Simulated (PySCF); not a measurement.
MH for M along the chalcogens

MP2 with double-zeta basis sets in PySCF, for the lowest determinant that a PBE0 search found; no spin–orbit coupling. De refers to high-spin ground-configuration atoms.

```json
{"M": "O", "basis": "cc-pVDZ", "reference, frozen orbitals": "UHF, 1", "state (unpaired electrons)": "doublet (π ↑)", "Re (Å)": "0.975", "ωe (cm⁻¹)": "3791", "De (eV)": "4.07"}
{"M": "S", "basis": "aug-cc-pVDZ/aug-cc-pV(D+d)Z", "reference, frozen orbitals": "UHF, 5", "state (unpaired electrons)": "doublet (π ↑)", "Re (Å)": "1.348", "ωe (cm⁻¹)": "2755", "De (eV)": "3.43"}
{"M": "Se", "basis": "def2-SVPD", "reference, frozen orbitals": "UHF, 9", "state (unpaired electrons)": "doublet (π ↑)", "Re (Å)": "1.462", "ωe (cm⁻¹)": "2521", "De (eV)": "3.07"}
{"M": "Te", "basis": "aug-cc-pVDZ-PP/aug-cc-pVDZ", "reference, frozen orbitals": "UHF, 4", "state (unpaired electrons)": "doublet (π ↑)", "Re (Å)": "1.655", "ωe (cm⁻¹)": "2197", "De (eV)": "2.63"}
```

The shortest bond is that of OH (0.975 Å), the longest that of TeH (1.655 Å). OH is bound most strongly (4.07 eV) and TeH least (2.63 eV).

The rows differ in basis set, which adds steps of its own.

Down a group the atoms grow and get heavier, so bonds lengthen and wavenumbers fall; this series shows no clear exception.

Correlated steps freeze the inner cores (1 to 9 orbitals); shallow outer-core shells are correlated. Correlated levels converge slowly with the basis: in double zeta they bind strong bonds too weakly, by up to about 1 eV, and carry superposition errors of some tenths. These are scalar-relativistic numbers at best; spin–orbit coupling would shift them, the dissociation energy most. States were picked by a PBE0 search and need not be the measured ground states.
